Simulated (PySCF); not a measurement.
PySCF 2.14 output of a UHF calculation on a single atom or ion in x2c-TZVPPall, with scalar relativity by spin-free X2C-1e:

```
SCF conv_tol = 1e-09
number electrons alpha = 35  beta = 30
cycle= 1 E= -11704.1287294519  delta_E= -0.00717  |g|= 0.0261  |ddm|= 0.05
cycle= 2 E= -11704.1288086788  delta_E= -7.92e-05  |g|= 0.00445  |ddm|= 0.00673
cycle= 3 E= -11704.1288152453  delta_E= -6.57e-06  |g|= 0.00347  |ddm|= 0.0041
cycle= 4 E= -11704.1288170641  delta_E= -1.82e-06  |g|= 0.00089  |ddm|= 0.00159
cycle= 5 E= -11704.1288181734  delta_E= -1.11e-06  |g|= 0.000251  |ddm|= 0.00183
cycle= 6 E= -11704.1288185252  delta_E= -3.52e-07  |g|= 0.000165  |ddm|= 0.00108
cycle= 7 E= -11704.128818826  delta_E= -3.01e-07  |g|= 8.96e-05  |ddm|= 0.00148
cycle= 8 E= -11704.1288189321  delta_E= -1.06e-07  |g|= 2.99e-05  |ddm|= 0.00125
cycle= 9 E= -11704.1288189383  delta_E= -6.12e-09  |g|= 1.09e-05  |ddm|= 0.000297
cycle= 10 E= -11704.1288189388  delta_E= -5.31e-10  |g|= 3.43e-06  |ddm|= 7.77e-05
converged SCF energy = -11704.1288189388  <S^2> = 8.7607254  2S+1 = 6.0035741
```

The run itself started from symmetry-adapted Hartree-Fock orbitals and held the occupation by maximum overlap, so the iterations belong to that start.

Q: Which element, charge and spin multiplicity is this?

A: Tb (terbium, neutral), multiplicity 6; the state was [Xe] 4f9 6s2, one real determinant.

⟨L²⟩ = 24.03 against 30 for a pure H term, so this real determinant mixes terms. Spin-orbit coupling, absent here, splits the open shell strongly.
